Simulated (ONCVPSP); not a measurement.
Potentials for Ar compared

Generated with ld1.x 7.5 (TM, RRKJ, ultrasoft, PAW), atompaw 4.2 or ONCVPSP 4.0.1. The cutoff is in Ry: for ld1.x and atompaw files where the sum of valence levels is converged to 10 mRy in a Bessel basis, for ONCV files where the hardest occupied wave has 1 mHa per electron of residual kinetic energy. The error is the largest all-electron minus pseudo excitation energy over each file’s own four to seven test configurations (ionisations up to +4, promotions, holes and added fractions of an electron), all of which were solved. The labels leave out finer settings (local radius, basis sizes, second energies), which also bear on the numbers. Spin-polarised tests are not counted. The rows are a selection from randomly drawn settings: files with unsolved tests, undetermined cutoffs or missed reference levels are left out.

A true bound ghost makes a file unfit for plane-wave use even where its test errors are small: the radial tests pick states by their node count and pass the ghost by.

```tsv
potential	cutoff (Ry)	largest error (meV)	bound ghosts
ONCV, PBE, scalar-relativistic, rc 1.10/1.40 (sp), local s, core correction yes, reference 3s2 3p6, qcut 7.5/5.3, projectors 0/2	40	+42	none
ONCV, PW91, non-relativistic, rc 1.20/1.10/1.25 (spd), local smoothed, core correction yes, reference 3s2 3p6, qcut 6.2/9/8.3, projectors 2/2/1	36	+122	none
ONCV, LDA (Perdew-Wang 92), scalar-relativistic, rc 1.20/1.20 (sp), local p, core correction yes, reference 3s2 3p4, qcut 5.4/7.2, projectors 2/0	82	+23	none
ONCV, LDA (Perdew-Zunger), scalar-relativistic, rc 1.20/1.25/1.00 (spd), local smoothed, core correction yes, reference 3s2 3p6, qcut 6.2/7.6/11.1, projectors 3/2/1	39	+57	s
```

Task: Fill in the row for Ar: ONCV, PBE, scalar-relativistic, rc 0.90/1.00/0.90 (spd), local smoothed, core correction yes, reference 3s2 3p6, qcut 6.2/9.1/11.3, projectors 2/1/2.

Result: cutoff 326 Ry, largest error +77 meV, bound ghosts: s.
